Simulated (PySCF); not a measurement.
Molecule: `C=C[S@OH30](F)(F)(F)(F)F`, C₂H₃F₅S.

Atom-mapped SMILES (the numbers label the heavy atoms): `[CH2:1]=[CH:2][S@OH30:3]([F:4])([F:5])([F:6])([F:7])[F:8]`. Hydrogens are named by the atom that carries them. Ha(C1) is cis to S3; Hb(C1) is trans to S3.

Geometry PBE0-D3(BJ)/def2-SVP throughout; GIAO in PySCF, gas phase, one conformer, non-relativistic; equivalent atoms averaged; basis pcSseg-1.

Task: How do the shifts δ (against TMS, CS2, CFCl3 at the same level) depend on the functional? (a selection of nuclei; ppm; last column core-seconds on shared hosts with different chips, so compare them loosely; the GGAs took longer than the global hybrids here, which isn't the general rule, and the cause wasn't traced)

Result: 
| functional | kind | C2 | S3 | F4 | F5/F8 | F7 | F6 | H(C2) | Ha(C1) | Hb(C1) | core-s |
| --- | --- | --- | --- | --- | --- | --- | --- | --- | --- | --- | --- |
| HF | Hartree–Fock | 154.1 | 99.1 | 125.6 | 88.1 | 88.1 | 87.5 | 6.71 | 6.65 | 6.42 | 8.2 |
| LDA | LDA | 168.6 | 229.8 | 121.6 | 74.5 | 76.2 | 71.8 | 6.90 | 6.28 | 6.06 | 16 |
| PBE | GGA | 160.3 | 219.2 | 111.7 | 67.4 | 68.6 | 65.3 | 6.77 | 6.14 | 5.88 | 20 |
| B3LYP | global hybrid | 162.0 | 199.4 | 121.7 | 76.8 | 77.5 | 75.2 | 6.73 | 6.23 | 5.97 | 17 |
| PBE0 | global hybrid | 159.8 | 182.1 | 118.6 | 77.1 | 77.9 | 75.4 | 6.78 | 6.35 | 6.12 | 16 |
| BHandHLYP | global hybrid | 160.3 | 155.9 | 126.4 | 84.4 | 84.8 | 83.2 | 6.73 | 6.42 | 6.18 | 16 |
| CAM-B3LYP | range-separated hybrid | 163.2 | 185.3 | 130.2 | 85.8 | 86.6 | 84.2 | 6.73 | 6.36 | 6.10 | 16 |
| LC-wPBE | range-separated hybrid | 161.7 | 167.8 | 134.3 | 93.1 | 93.9 | 91.6 | 6.76 | 6.54 | 6.29 | 21 |

Task: Which nucleus among those listed moves most, in ppm?

Result: S3 (sulfur bonded to C, 5 F): from 99.1 ppm with HF to 229.8 ppm with LDA. The smallest spread is 0.19 ppm, at H(C2). Proton shifts span only some 12 ppm, so a few tenths of a ppm matter as much there as several ppm in carbon.
